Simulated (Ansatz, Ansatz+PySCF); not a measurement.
```yaml
atoms:
  - { symbol: Be, position_ang: [-0.0215, -0.0362, -0.9193] }
  - { symbol: O, position_ang: [-0.0345, 0.0010, 0.4823] }
```

Basis set: def2-SVP (spherical functions). Left uncorrelated: 1 orbital. Charge 0, multiplicity 1.

Computed with Ansatz (development build ahead of 0.2.0); each method stands on the lowest determinant of its kind that the runs found. Restricted open shells among the atoms or ions are ROHF, correlated in semicanonical orbitals with singles. Restricted functionals stand beside restricted open-shell atoms, which can lie above the unrestricted atoms usual in DFT and then raise those values.

Question: Give the atomization energy at this shape (free ground-state atoms in the same class of orbitals less the molecule, no zero-point energy) of singlet BeO by ωB97X (restricted), ωB97X (unrestricted), r²SCAN (restricted), r²SCAN (unrestricted), PBE (restricted), PBE (unrestricted), PBE0 (restricted), PBE0 (unrestricted), RHF-CCSD(T), RHF-CCSD, RHF-MP2, UHF, RHF.

Answer:

```tsv
method	atomization energy
ωB97X (restricted)	4.31 eV
ωB97X (unrestricted)	4.24 eV
r²SCAN (restricted)	4.71 eV
r²SCAN (unrestricted)	4.62 eV
PBE (restricted)	5.07 eV
PBE (unrestricted)	5.02 eV
PBE0 (restricted)	4.29 eV
PBE0 (unrestricted)	4.23 eV
RHF-CCSD(T)	3.45 eV
RHF-CCSD	3.15 eV
RHF-MP2	4.43 eV
UHF	2.31 eV
RHF	1.23 eV
```

Caution for RHF-CCSD(T), RHF-CCSD, RHF-MP2, RHF: an unrestricted determinant lies well below. Caution for UHF: a free atom is spin contaminated; the unrestricted determinant is a mixture of spin states.
